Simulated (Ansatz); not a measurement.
## Cost against result

Saddle point of ZnNH$_{4}$ClO, singlet (ZnNH₂Cl ([NH2][Zn][Cl]) + H₂O → ZnHClO ([OH][Zn][Cl]) + NH₃ (still joined by a long Zn–N bond); bonds formed: N2–H4; dative contacts that become bonds: Zn1–O5; bonds broken: H4–O5; bonds weakened to dative contacts: Zn1–N2), PBE0-D4/def2-TZVP structure:

```
8
angstrom
Zn -0.8367 0.3010 -0.6177
N 0.9753 -0.4321 -0.4428
Cl -2.6225 0.7440 -1.6639
H 0.5857 -0.0404 0.7849
O -0.2804 0.5611 1.3122
H 1.1029 -1.4192 -0.6212
H 1.7484 0.0594 -0.8710
H -0.6727 0.2262 2.1193
```

Barriers are electronic and count from the start structure reached by relaxing down the imaginary mode.

Ansatz 0.2.0; basis: as named in each row; cores frozen in the correlated methods. The 3s and 3p shells of Cu and Zn are frozen; filled d shells are correlated. B3LYP uses VWN-RPA correlation. Extrapolation: Hartree–Fock as exp(−7.88 √X), correlation as X^−2.97.

Times are rough, for one single point on 8 threads of a shared host (Intel Xeon 6975P-C).

The estimate by CCSD(T) at an estimated basis limit (MP2 extrapolated from triple and quadruple zeta, plus CCSD(T) − MP2 in triple zeta) is 0.271 eV.

```
      method       basis  time (s)  barrier (eV)  method less estimate
       SPW92    def2-SVP   under 1        -0.134                -0.405
          HF      STO-3G   under 1         0.853                 0.582
      PBE-D4    def2-SVP   under 1         0.039                -0.232
     PBE0-D4    def2-SVP   under 1         0.090                -0.181
       SPW92  def2-TZVPP   under 1         0.005                -0.266
      PBE-D4  def2-TZVPP   under 1         0.168                -0.103
    B3LYP-D4  def2-TZVPP   under 1         0.258                -0.013
    B3LYP-D4       6-31G   under 1        -0.117                -0.388
     BLYP-D4  def2-TZVPP   under 1         0.238                -0.033
    BHLYP-D4  def2-TZVPP         1         0.309                 0.038
     PBE0-D4  def2-TZVPP         1         0.207                -0.064
CAM-B3LYP-D4  def2-TZVPP         1         0.241                -0.031
  r2SCAN0-D4  def2-TZVPP         2         0.217                -0.054
   r2SCAN-D4  def2-TZVPP         2         0.189                -0.082
     CCSD(T)    def2-SVP         2         0.187                -0.084
  RPA on PBE  def2-TZVPP         2         0.276                 0.005
     wB97M-V    def2-SVP         2         0.153                -0.118
      B97M-V  def2-TZVPP         2         0.323                 0.052
     wB97X-V  def2-TZVPP         2         0.258                -0.013
      PBE-D4      STO-3G         3        -0.173                -0.444
      B2PLYP  def2-TZVPP         3         0.264                -0.007
    PBE-QIDH  def2-TZVPP         3         0.233                -0.038
     wB97M-V  def2-TZVPP         3         0.281                 0.010
         MP2  def2-QZVPP         9         0.252                -0.019
     CCSD(T)  def2-TZVPP        23         0.275                 0.004
```

All methods are single points on the PBE0-D4 structures; a negative value means that the method puts the saddle structure below the start.

No T1 diagnostic of these runs exceeds 0.014.

The step is the kind of ligand exchange by which a precursor binds to a hydroxyl group, or is hydrolysed, in atomic layer deposition of oxides.

Labels in which every atom is bracketed show which atoms are joined, not bond orders.
